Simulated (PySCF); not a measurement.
Level of theory: ωB97X-D3(BJ)/def2-TZVP // PBE0-D3(BJ)/def2-TZVP (PySCF). All species are isolated molecules in the gas phase. Excitations are Tamm–Dancoff values on a coarser integration grid. The basis has no diffuse functions, so Rydberg states are missing or too high.

Reference species (SMILES): `C=C(C)Cl` (neutral, multiplicity 1).

```
Item                                            Value
-------------------------------------------  --------
HOMO–LUMO gap                                11.85 eV
brightest of the four lowest singlets (TDA)   7.39 eV
HOMO                                         -9.69 eV
S1–T1 gap (TDA)                               2.70 eV
```

Changed species: `C/C=C/Cl`.

Q: Predict the effect on the HOMO–LUMO gap, brightest of the four lowest singlets (TDA), HOMO and S1–T1 gap (TDA).

A: the HOMO–LUMO gap falls by 0.12 eV, to 11.73 eV; the brightest of the four lowest singlets (TDA) decreases by 0.10 eV, to 7.29 eV; the HOMO rises by 0.21 eV, to -9.48 eV; the S1–T1 gap (TDA) goes up by 0.05 eV, to 2.75 eV.
